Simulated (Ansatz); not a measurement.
Total energies of PAsAsSb tetrahedron (SbAs2P) from Ansatz at r2SCAN-D4/def2-TZVP, gas phase (1 Eh = 27.2114 eV = 2625.5 kJ/mol). The reference geometry is relaxed at r2SCAN-D4/def2-SVP.

```xyz
4

P    -1.161    0.480   -0.684
As    0.123    0.831    1.249
As    1.170    0.309   -0.895
Sb   -0.133   -1.620    0.329
```

| state | geometry | energy (Eh) |
| --- | --- | --- |
| charge 0 singlet | reference | -5053.53620 |
| charge 1 doublet | reference | -5053.21958 |
| free P atom (quartet) | – | -341.23792 |
| free As atom (quartet) | – | -2235.79940 |
| free Sb atom (quartet) | – | -240.31016 |

In the def2 sets Sb takes a core potential; there is no spin–orbit coupling.

(1) Work out the vertical ionisation energy to the doublet.

(2) What is the binding energy per atom against free atoms?

(1) E(charge 1 doublet) − E(charge 0 singlet) = -5053.21958 − (-5053.53620) = 0.31662 Eh = 8.62 eV. For comparison, −ε of the highest occupied level is 6.14 eV at this level, 2.48 eV less.

(2) Atoms: 1 × (-341.23792) + 2 × (-2235.79940) + 1 × (-240.31016) = -5053.14688 Eh. Binding: -5053.14688 − (-5053.53620) = 0.38932 Eh = 10.59 eV, or 2.65 eV for each of 4 atoms (no zero-point energy, no counterpoise term).
